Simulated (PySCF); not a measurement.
C₂H₅Cl₂GeN, SMILES [N](/[GeH]([Cl])[Cl])=C\C.

The structure is a stationary point at TPSSh-D3(BJ)/def2-SVP. The structure was generated by enumeration; whether it is a known compound was not checked. Other conformers were not sampled.

Level of theory: TPSSh-D3(BJ)/def2-SVP (PySCF 2.14.0).

Frequencies are harmonic and unscaled.

| mode | ν (cm⁻¹) | IR (km/mol) | moving atoms (share of kinetic energy) |
|---|---|---|---|
| 1 | 45 | 1.4 | Cl 36 %, C 26 %, H 20 %, Ge 9 %, N 8 % |
| 2 | 100 | 0.7 | Cl 31 %, Ge 30 %, C 16 %, H 12 %, N 10 % |
| 3 | 113 | 4.3 | H 60 %, C 18 %, Cl 15 % |
| 4 | 140 | 4.3 | Cl 76 %, Ge 13 % |
| 5 | 179 | 0.0 | H 68 %, C 30 % |
| 6 | 251 | 7.1 | C 29 %, N 27 %, Cl 17 %, Ge 16 %, H 11 % |
| 7 | 266 | 9.5 | N 65 %, H 11 %, Cl 11 %, C 10 % |
| 8 | 369 | 4.1 | C 46 %, H 21 %, Ge 16 %, Cl 12 % |
| 9 | 427 | 48.7 | Cl 60 %, Ge 31 % |
| 10 | 442 | 89.6 | Cl 59 %, Ge 40 % |
| 11 | 662 | 181.0 | H 56 %, N 27 %, Ge 11 % |
| 12 | 715 | 87.2 | H 97 % |
| 13 | 717 | 32.1 | H 59 %, N 37 % |
| 14 | 847 | 0.0 | H 86 %, C 10 % |
| 15 | 951 | 0.1 | H 42 %, C 40 %, N 16 % |
| 16 | 1096 | 0.1 | H 56 %, C 42 % |
| 17 | 1136 | 5.3 | C 57 %, H 41 % |
| 18 | 1374 | 6.0 | H 80 %, C 18 % |
| 19 | 1405 | 8.5 | H 77 %, C 14 %, N 9 % |
| 20 | 1451 | 25.8 | H 94 % |
| 21 | 1466 | 9.8 | H 96 % |
| 22 | 1721 | 246.0 | C 58 %, N 36 % |
| 23 | 2137 | 112.4 | H 99 % |
| 24 | 2934 | 61.4 | H 92 % |
| 25 | 3028 | 6.9 | H 97 % |
| 26 | 3101 | 6.2 | H 91 %, C 9 % |
| 27 | 3164 | 4.5 | H 90 %, C 10 % |
